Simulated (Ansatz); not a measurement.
Tl4Cl3⁺, relaxed as a singlet with RKS PBE-D4/def2-SVP in Ansatz, starting from the GFN1-xTB geometry. Force threshold 0.02 eV/Å.

In the def2 sets Tl takes a core potential; there is no spin–orbit coupling. Another isomer (singlet) lies 0.09 eV lower at PBE0-D4/def2-TZVP; other spin states weren't run for this one.

Start:

| atom | x (Å) | y (Å) | z (Å) |
| --- | --- | --- | --- |
| Tl1 | 0.311 | -0.481 | 2.275 |
| Tl2 | 0.335 | 2.805 | -0.881 |
| Tl3 | -1.466 | 0.454 | -1.485 |
| Tl4 | 1.629 | -2.708 | -0.744 |
| Cl5 | -1.355 | 1.678 | 1.228 |
| Cl6 | -1.065 | -1.966 | 0.069 |
| Cl7 | 1.612 | 0.218 | -0.462 |

```csv
step,energy (eV),largest force component (eV/Å),SCF passes
1,-56326.6972,0.815,18
2,-56327.0197,0.301,25
3,-56327.1648,0.269,19
4,-56327.2700,0.306,19
5,-56327.3181,0.198,19
6,-56327.3440,0.074,19
7,-56327.3442,0.061,18
8,-56327.3473,0.019,19
```

Force components are those of the run's own axes.

End:

```xyz
7

Tl    0.0893   -0.2581    2.2595
Tl    0.9289    3.1103   -0.3151
Tl   -1.7923   -0.0559   -1.3897
Tl    1.6436   -2.6341   -1.0017
Cl   -1.4097    1.8700    0.8381
Cl   -0.8902   -2.2958    0.3406
Cl    1.4304    0.2636   -0.7317
```

By distances, no bond broke or formed, bridged metal pairs apart. The bond that changes most is Tl3–Cl6, from 2.90 to 2.97 Å (atoms count from 1). Metal–metal contacts that move far: Tl2–Tl3 3.02 to 4.31 Å. The end is the same structure that another start reached.

No frequencies were taken in this run, so the end may be a saddle point.

Hardware: 4 threads of Intel Xeon on a shared host. Wall time 22 s.
